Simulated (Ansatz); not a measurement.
A geometry optimisation of ClH2SiSn2− with PBE0-D3(BJ)/def2-SVPD

The starting geometry of this gas-phase singlet was optimised with GFN2-xTB.

```yaml
atoms:
  - { symbol: Cl, position_ang: [-0.3688, 2.3876, 1.3539] }
  - { symbol: Si, position_ang: [-0.2100, -0.7441, -0.6843] }
  - { symbol: Sn, position_ang: [1.2408, 1.1909, -0.1742] }
  - { symbol: Sn, position_ang: [-0.2302, 0.1206, -3.0010] }
  - { symbol: H, position_ang: [-1.4792, -1.1524, -0.0374] }
  - { symbol: H, position_ang: [1.5782, -0.0719, -3.0993] }
```

Question: Predict what it relaxes into with PBE0-D3(BJ)/def2-SVPD.

Answer: A new bond forms, giving a structure with H6 bridging Sn3 and Sn4, given below by its coordinates. Contacts that close: Sn3–H6 (3.20 → 2.06 Å).

The energy falls by 0.28 eV over 31 steps:

```tsv
step	E − E(last) (eV)
1	0.282
4	0.065
8	0.039
11	0.039
14	0.038
18	0.037
21	0.003
24	0.001
28	0.000
31	0.000
```

Final geometry (Å):

```xyz
6

Cl    0.0737    2.7932    0.5337
Si   -0.3008   -1.1754   -0.7740
Sn    1.3996    0.7003   -0.1495
Sn   -0.3414    0.1114   -2.8922
H    -1.6294   -1.5489   -0.1620
H     1.3292    0.8501   -2.1983
```

Frequencies at the end are all real (lowest 28 cm⁻¹). Atoms past krypton carry core potentials, without spin–orbit terms. Run with Ansatz 0.2.0, 110 s on 2 threads of Intel(R) Xeon(R) 6975P-C (Granite Rapids) (shared host).
